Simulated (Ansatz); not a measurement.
Geometry optimisation, Ansatz, UKS PBE/def2-SVP.

Input file:

```yaml
crystal:
  periodic: [false, false, false]
  atoms:
    - { symbol: Ti, position_ang: [0.0, 0.0, 0.0] }
    - { symbol: Cl, position_ang: [0.0, 0.0, 2.62] }
    - { symbol: Cl, position_ang: [2.2349, 0.0, -0.7892] }
    - { symbol: Cl, position_ang: [-1.1163, 1.9339, -0.7892] }
    - { symbol: F, position_ang: [-0.8619, -1.4933, -0.6094] }
    - { symbol: Si, position_ang: [0.0, 0.0, 5.05] }
    - { symbol: H, position_ang: [-0.7436, -1.1581, 5.5374] }
    - { symbol: H, position_ang: [1.3747, -0.0649, 5.5374] }
    - { symbol: H, position_ang: [-0.6311, 1.223, 5.5374] }
magnetization:
  spin_polarized: true
  initial_magnetization: 1
basis:
  gaussian: { orbitals: def2-SVP }
hamiltonian:
  xc: pbe
relax:
  f_tol: 0.15
  max_steps: 25
  restrain:
    - { distance: [1, 5], at: 3.33, k: 30.0 }
    - { distance: [0, 1], at: 2.37, k: 30.0 }
```

Command:

```bash
$ ansatz run input.yaml --threads 4 --pin off --max-ram 5120MiB --backend cpu --events-out ev --progress --plain --runs-dir out
```

Where does it end, and by what steps?

It converged. The restraints hold the end off the free minimum; the threshold counts their pulls, which the force column leaves out. Restrained pairs: Cl2–Si6 (2.43 → 3.33 Å), Ti1–Cl2 (2.62 → 2.33 Å). After 6 steps the energy has fallen by 0.481 eV (the restraints' own energy left out); Cl2 moved furthest, 0.59 Å.

```
step  energy less start (eV)  largest force component (eV/Å)  accepted
   0                  0.0000                           1.898       yes
   1                  0.0441                           1.631       yes
   2                 -0.2417                           1.107       yes
   3                 -0.3891                           1.247       yes
   4                 -0.4777                           1.281       yes
   5                 -0.4683                           1.275        no
   6                 -0.4808                           1.364       yes
```

```xyz
9
Properties=species:S:1:pos:R:3
Ti -0.003 -0.006 -0.226
Cl -0.129 -0.224 2.086
Cl 2.087 0.036 -0.844
Cl -1.012 1.825 -0.845
F -0.783 -1.357 -0.970
Si 0.024 0.041 5.398
H -0.753 -1.169 5.832
H 1.461 -0.026 5.833
H -0.635 1.320 5.832
```

The run took 39 s on 4 threads of Arm Neoverse V1, with other jobs on the host, peak memory 0.3 GiB.
